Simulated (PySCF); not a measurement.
## C₆ coefficients of unlike pairs at PBE0

Calculated with PySCF 2.14 from the dipole response of each species, C₆(A,B) = (3/π) ∫ α_A(iu) α_B(iu) du, in atomic units, from isotropic polarisabilities. For ions this is the dispersion term alone; charge-induced terms of lower order in 1/R come first.

```csv
species,configuration,basis,relativity,α (bohr³),C₆ (like pair)
Co(3+),[Ar] 3d6 (5D),aug-cc-pVTZ (8s7p5d3f2g),none,1.765,4.239
I(2+),[Kr] 4d10 5s2 5p3 (4S),aug-cc-pV5Z-PP with ECP28MDF (8s8p6d4f3g2h),core potential,13.72,94.50
Tc,[Kr] 4d5 5s2 (6S),"x2c-TZVPPall with one added diffuse shell each of s, p, d, f type (9s7p7d3f1g)",spin-free X2C,90.36,1033
Zn+,[Ar] 3d10 4s1 (2S),aug-cc-pVDZ-PP with ECP10MDF (5s5p4d2f),core potential,19.81,82.49
```

(1) Estimate C₆ for Zn+ with I(2+).

No spin-orbit coupling is included.

The other pairs:

```json
{"pair": "Zn+, Tc", "C₆": "285.8"}
{"pair": "Tc, Co(3+)", "C₆": "43.08"}
{"pair": "Zn+, Co(3+)", "C₆": "14.19"}
{"pair": "Tc, I(2+)", "C₆": "269.6"}
{"pair": "I(2+), Co(3+)", "C₆": "17.97"}
```

Results:

(1) The integral gives 82.82. The combination rule 2 C_A C_B / (C_A α_B/α_A + C_B α_A/α_B) gives 80.54 and the geometric mean 88.29.
